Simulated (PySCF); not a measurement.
A structure optimised at PBE0-D3(BJ)/def2-SVP, used in a PySCF frequency run:

```xyz
20

Si    -0.6189    -0.0322    -0.6795
N      1.0604     0.3650    -0.8679
Si     2.3299    -0.3125     0.1219
N     -1.4131     1.4661    -0.3360
Si    -0.5718     2.9285     0.1119
N     -0.7157    -1.1481     0.6501
Si    -0.7385    -2.8904     0.6214
H     -1.2111    -0.6923    -1.8780
H      1.3533     0.9507    -1.6446
H      2.1617     0.0247     1.5685
H      3.6145     0.2807    -0.3599
H      2.4257    -1.8015     0.0116
H     -2.4254     1.5185    -0.3936
H      0.2918     2.7454     1.3183
H     -1.6193     3.9486     0.4247
H      0.2904     3.4692    -0.9853
H     -0.7859    -0.7063     1.5642
H     -2.0413    -3.4489     1.1041
H      0.3402    -3.4691     1.4806
H     -0.5260    -3.3087    -0.7949
```
Charge 0, spin multiplicity 1.

Q: Write its SMILES and formula.

A: [SiH3]N[SiH](N[SiH3])N[SiH3], H₁₃N₃Si₄

Q: What are its rotational constants (standard atomic weights)?

A: 1.5274, 0.75582, 0.56413 GHz
